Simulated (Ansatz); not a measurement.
Reaction (redistribution): `C[SiH]([SiH3])[SeH]` + `[F][SnH]([F])[F]` → `[F][SnH]([F])[SiH3]` + `C[SiH](F)[SeH]`

Calculated with Ansatz (gas phase, PBE0-D4/def2-TZVP geometries, no zero-point term in ΔE). CCSD(T)/CBS adds triple-zeta CCSD(T) − MP2 to the extrapolated MP2 energy (def2 sets, frozen cores). DFT in def2-TZVPP. Elements past krypton have def2 core potentials. For Se, Sn outer-core shells are correlated without core-valence functions, which leaves a few kJ/mol of doubt a bond. Scalar relativity is left out up to krypton. One conformer a species, not always the lowest.

`C[SiH]([SiH3])[SeH]`:

Cartesian coordinates in Å:
```
C -0.859 -0.636 1.556
Si 0.378 0.260 0.475
Si -0.396 0.591 -1.706
Se 2.230 -1.091 0.389
H -0.447 -0.811 2.552
H -1.768 -0.038 1.662
H -1.131 -1.599 1.119
H 0.738 1.569 1.091
H -1.545 1.539 -1.744
H -0.832 -0.709 -2.284
H 0.700 1.146 -2.547
H 2.933 -0.221 -0.562
```

`[F][SnH]([F])[F]`:

Z-matrix (Å, degrees):
```
Sn
F 1 1.891
F 1 1.891 2 105.0
F 1 1.891 2 105.0 3 110.4
H 1 1.682 2 113.7 3 -124.8
```

`[F][SnH]([F])[SiH3]`:

Z-matrix (Å, degrees):
```
Sn
F 1 1.919
Si 1 2.563 2 107.1
F 1 1.919 2 102.5 3 112.7
H 1 1.703 2 105.1 3 -137.7
H 3 1.483 1 108.2 2 175.2
H 3 1.483 1 108.1 2 -65.2
H 3 1.481 1 107.6 2 54.9
```

`C[SiH](F)[SeH]`:

Cartesian coordinates in Å:
```
C 0.248 -1.096 -0.334
Si 0.455 0.660 0.216
F 0.888 1.522 -1.062
Se -1.424 1.506 1.162
H 0.007 -1.736 0.518
H -0.558 -1.181 -1.066
H 1.170 -1.458 -0.796
H 1.507 0.840 1.244
H -2.292 0.942 0.119
```

| level | ΔE (kJ/mol) |
| --- | --- |
| PBE-D4 | -114.4 |
| ωB97M-V | -129.2 |
| CCSD(T)/def2-TZVPP | -123.1 |
| CCSD/CBS(def2) | -127.5 |

Question: What does CCSD(T)/CBS give? (An estimate is asked.)

Answer: Computed: -123.6 kJ/mol. The listed levels differ from it by 9.2, -5.6, 0.5, -3.9 kJ/mol.

Largest T1 diagnostic among the species: 0.015.

From PBE to PBE0 (25 % exact exchange), in def2-TZVPP and without D4, ΔE moves by −5.2 kJ/mol. In def2-TZVPP, CCSD(T) changes the Hartree–Fock value by +11.9 kJ/mol (the triples alone add +3.9 kJ/mol) and MP2 by +7.7 kJ/mol.
